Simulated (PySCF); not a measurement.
**Electron correlation in Pb⁺ (lead, charge +1)**

Starting occupation: [Xe] 4f14 5d10 6s2 7s1, 7s1/2 with m_j = +1/2. All numbers are calculated (PySCF 2.14, X2C-1e with screened-nucleus spin-orbit coupling, Gaussian nucleus, in x2c-SVPall-2c with one added diffuse shell each of s, p type (8s12p7d2f, 93 functions)). Frozen: [Kr] 4d10 4f14; 21 electrons correlated; the 22 highest virtual spinors left out.

MP2 pair energies summed by pair of shells (mhartree):

| pair | energy | share (%) |
| --- | --- | --- |
| 5d3/2-5d5/2 | -86.19 | 25.4 |
| 5d5/2-5d5/2 | -61.15 | 18.0 |
| 5d5/2-6s1/2 | -49.33 | 14.6 |
| 5d3/2-6s1/2 | -33.84 | 10.0 |
| 5d3/2-5d3/2 | -27.50 | 8.1 |
| 6s1/2-6s1/2 | -18.44 | 5.4 |
| 5d5/2-5p3/2 | -10.18 | 3.0 |
| 5p3/2-5p3/2 | -7.38 | 2.2 |
| 5p1/2-5p3/2 | -6.87 | 2.0 |
| 5d3/2-5p3/2 | -6.37 | 1.9 |
| 6s1/2-7s1/2 | -6.04 | 1.8 |
| 5d5/2-5p1/2 | -4.14 | 1.2 |
| 5d5/2-7s1/2 | -3.12 | 0.9 |
| 5d5/2-5s1/2 | -3.04 | 0.9 |
| 5d3/2-5p1/2 | -2.74 | 0.8 |
| 5p3/2-6s1/2 | -2.72 | 0.8 |
| 5d3/2-7s1/2 | -2.11 | 0.6 |
| 5d3/2-5s1/2 | -1.90 | 0.6 |
| 5p1/2-5p1/2 | -1.45 | 0.4 |
| 5p3/2-5s1/2 | -1.42 | 0.4 |
| 5p1/2-6s1/2 | -0.88 | 0.3 |
| 5s1/2-5s1/2 | -0.85 | 0.2 |
| 5p1/2-5s1/2 | -0.62 | 0.2 |
| 5s1/2-6s1/2 | -0.52 | 0.2 |
| 5p3/2-7s1/2 | -0.10 | 0.0 |
| 5p1/2-7s1/2 | -0.04 | 0.0 |
| 5s1/2-7s1/2 | -0.03 | 0.0 |

Total MP2 correlation energy: -338.98 mhartree.

This basis was not built for core-valence correlation, so the inner-shell part is incomplete.
